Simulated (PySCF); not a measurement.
C₄H₉F₂NSi.
Atom-mapped SMILES: `[F:1][SiH2:2][N:3]1[CH2:4][CH2:5][C@@H:6]([F:7])[CH2:8]1` (hydrogens: H9, H10 on Si2; H11, H12 on C4; H13, H14 on C5; H15 on C6; H16, H17 on C8)

The geometry is computed with GFN2-xTB (gas phase).

(1) What internal coordinates does the optimisation give?

Results:

(1) 
```csv
bond,length (pm),order
F1–Si2,160.9,single
Si2–N3,170.6,single
N3–C4,144.3,single
C4–C5,152.9,single
C5–C6,153.0,single
C6–F7,138.2,single
C6–C8,153.8,single
N3–C8,144.8,single
Si2–H9,145.3,single
Si2–H10,146.1,single
C4–H11,109.9,single
C4–H12,108.9,single
C5–H13,108.9,single
C5–H14,108.8,single
C6–H15,109.4,single
C8–H16,109.0,single
C8–H17,109.8,single
```

Orders are formal, as drawn. A selection of angles:
```csv
angle,degrees
F1–Si2–N3,104.5
Si2–N3–C4,125.7
Si2–N3–C8,124.5
C4–N3–C8,107.4
N3–C4–C5,102.9
C4–C5–C6,102.9
C5–C6–F7,110.0
C5–C6–C8,105.1
F7–C6–C8,109.6
N3–C8–C6,105.4
```

Torsions: F1–Si2–N3–C4 159° (antiperiplanar); Si2–N3–C4–C5 -156° (antiperiplanar); N3–C4–C5–C6 -37° (synclinal); C4–C5–C6–F7 -98° (anticlinal); C5–C6–C8–N3 4° (synperiplanar); Si2–N3–C8–C6 169° (antiperiplanar).

The 5-membered ring N3–C4–C5–C6–C8 has internal angles of 102.9° to 107.4°; it is puckered, 0.17 Å rms from its mean plane, widest ring torsion 41°. Of the pairs four or more bonds apart, F1···H16 is among the closest relative to their van der Waals radii: 2.68 Å, 100 % of the sum of Bondi's values. N3 (silicon-bound nitrogen) is almost planar (angles 125.7°, 124.5° and 107.4°, sum 357.6°, 0.14 Å off the plane of its three neighbours). Si2 (fluorine-bound silicon) is distorted tetrahedral (angles from 103.2° to 117.3°).

Point group: C1 (no symmetry element, even within 0.4 Å). Stationary, but not proved a minimum. One conformer, not necessarily the lowest.
